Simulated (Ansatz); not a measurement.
Total energies of Sn(NMeEt)H3 (C₃H₁₁NSn) from Ansatz at PBE0-D4/def2-TZVP, gas phase (1 Eh = 27.2114 eV = 2625.5 kJ/mol). The reference geometry is relaxed at r2SCAN-D4/def2-SVP.

```xyz
16

Sn    0.3722   -0.4851   -2.0457
N    -0.2186    0.5713   -0.3861
C     0.6939    1.5588    0.1500
C    -1.0453   -0.0945    0.6047
C    -0.3230   -1.0477    1.5609
H     0.1366    2.2917    0.7673
H     1.5113    1.1565    0.7890
H     1.1709    2.1257   -0.6676
H    -1.5616    0.6881    1.2000
H    -1.8463   -0.6473    0.0794
H    -1.0278   -1.4929    2.2823
H     0.1596   -1.8731    1.0096
H     0.4592   -0.5295    2.1386
H     1.7049   -1.5482   -1.7714
H     0.8233    0.7040   -3.1926
H    -1.0095   -1.3780   -2.5186
```

| state | geometry | energy (Eh) |
| --- | --- | --- |
| charge 0 singlet | reference | -389.81483 |
| charge 1 doublet | reference | -389.53099 |
| free Sn atom (triplet) | – | -214.25870 |
| free N atom (quartet) | – | -54.54382 |
| free C atom (triplet) | – | -37.80537 |
| free H atom (doublet) | – | -0.50104 |

In the def2 sets Sn takes a core potential; there is no spin–orbit coupling.

Task: Work out the vertical ionisation energy to the doublet.

Result: E(charge 1 doublet) − E(charge 0 singlet) = -389.53099 − (-389.81483) = 0.28384 Eh = 7.72 eV. For comparison, −ε of the highest occupied level is 5.96 eV at this level, 1.76 eV less.

Task: What is the binding energy per atom against free atoms?

Result: Atoms: 1 × (-214.25870) + 1 × (-54.54382) + 3 × (-37.80537) + 11 × (-0.50104) = -387.73007 Eh. Binding: -387.73007 − (-389.81483) = 2.08476 Eh = 56.73 eV, or 3.55 eV for each of 16 atoms (no zero-point energy, no counterpoise term).
